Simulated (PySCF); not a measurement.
Electron correlation in Ca (calcium, neutral)

[Ar] 4s2, closed-shell 1S. All numbers are calculated (PySCF 2.14, scalar relativity by spin-free X2C-1e, in cc-pVTZ-X2C (6s5p3d1f, 43 functions)). Frozen: [Ar]; 2 electrons correlated.

Total MP2 correlation energy: -19.96 mhartree.

Same-spin part 0.00 and opposite-spin part -19.96 mhartree; SCS-MP2 scales them by 1/3 and 6/5 to -23.95 mhartree.

With two correlated electrons CCSD is exact within the correlated space (frozen core and kept virtual orbitals).

```csv
level,correlation energy (mhartree)
CCSD,-28.63
```

Diagnostics: T1 = 0.018, D1 = 0.0255, largest double amplitude 0.098.

Cost of the coupled-cluster step: 0.17 s of wall time on 1 thread of Neoverse-V1 (shared host), for 2 correlated electrons.

Iterations:

```
CC2 = 0
CCSD nocc = 1, nmo = 34
frozen orbitals [0, 1, 2, 3, 4, 5, 6, 7, 8]
max_cycle = 100
direct = 0
conv_tol = 1e-08
conv_tol_normt = 1e-06
diis_space = 8
diis_start_cycle = 0
Init t2, MP2 energy = -679.656682615626  E_corr(MP2) -0.0199592414819718
Init E_corr(CCSD) = -0.0199592414820043
cycle = 1  E_corr(CCSD) = -0.0244651754998467  dE = -0.00450593402  norm(t1,t2) = 0.0546659
cycle = 2  E_corr(CCSD) = -0.026497139225014  dE = -0.00203196373  norm(t1,t2) = 0.0278424
cycle = 3  E_corr(CCSD) = -0.0286171427845974  dE = -0.00212000356  norm(t1,t2) = 0.0152733
cycle = 4  E_corr(CCSD) = -0.0286025972149381  dE = 1.45455697e-05  norm(t1,t2) = 0.00276916
cycle = 5  E_corr(CCSD) = -0.0286529613259484  dE = -5.0364111e-05  norm(t1,t2) = 0.000604499
cycle = 6  E_corr(CCSD) = -0.0286206591526944  dE = 3.23021733e-05  norm(t1,t2) = 0.000182135
cycle = 7  E_corr(CCSD) = -0.0286334791310213  dE = -1.28199783e-05  norm(t1,t2) = 7.62091e-05
cycle = 8  E_corr(CCSD) = -0.0286318067094606  dE = 1.67242156e-06  norm(t1,t2) = 1.12218e-05
cycle = 9  E_corr(CCSD) = -0.0286319826804071  dE = -1.75970947e-07  norm(t1,t2) = 1.59726e-06
cycle = 10  E_corr(CCSD) = -0.0286320213449796  dE = -3.86645725e-08  norm(t1,t2) = 3.24932e-07
cycle = 11  E_corr(CCSD) = -0.0286320225781767  dE = -1.23319712e-09  norm(t1,t2) = 3.21338e-08
CCSD converged
E(CCSD) = -679.6653553967224  E_corr = -0.02863202257817668
```
